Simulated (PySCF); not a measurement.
Dissociation curve of BeH (cation, charge +1), singlet.

Levels of theory: RKS-BP86/6-31G* = restricted BP86/6-31G*, spherical d in PySCF; UKS-B3LYP/6-31G* = PySCF with unrestricted B3LYP/6-31G*, spherical d; UKS-BP86/6-31G* = unrestricted BP86/6-31G*, spherical d run with PySCF.

Total energies in hartree (comparable only within one method and basis):

```
R / Å  RKS-BP86/6-31G*  UKS-B3LYP/6-31G*  UKS-BP86/6-31G*
-----  ---------------  ----------------  ---------------
1.08         -14.90858         -14.92422        -14.90858
1.13         -14.91983         -14.93525        -14.91983
1.22         -14.93186         -14.94684        -14.93186
1.24         -14.93338         -14.94826        -14.93338
1.29         -14.93574         -14.95035        -14.93574
1.33         -14.93634         -14.95073        -14.93634
1.38         -14.93579         -14.94988        -14.93579
1.41         -14.93487         -14.94879        -14.93487
1.43         -14.93406         -14.94785        -14.93406
1.52         -14.92871         -14.94193        -14.92871
1.64         -14.91870         -14.93112        -14.91870
1.76         -14.90699         -14.91858        -14.90699
1.99         -14.88365         -14.89375        -14.88365
2.19         -14.86488         -14.87659        -14.86570
2.38         -14.84934         -14.86523        -14.85338
2.65         -14.83138         -14.85498        -14.84236
2.90         -14.81870         -14.84914        -14.83617
3.23         -14.80681         -14.84427        -14.83111
3.59         -14.79871         -14.84109        -14.82798
4.03         -14.79361         -14.83900        -14.82631
4.67         -14.79156         -14.83797        -14.82620
5.20         -14.79206         -14.83803        -14.82699
```

The restricted form behind RKS-BP86/6-31G* keeps the bonding electrons paired and can't separate into open-shell fragments. The unrestricted determinant behind UKS-B3LYP/6-31G* is spin-contaminated at 1.99 to 5.20 Å (<S²> up to 0.9, against 0.00 for a pure singlet). The unrestricted determinant behind UKS-BP86/6-31G* is spin-contaminated at 2.19 to 5.20 Å (<S²> up to 0.9, against 0.00 for a pure singlet).
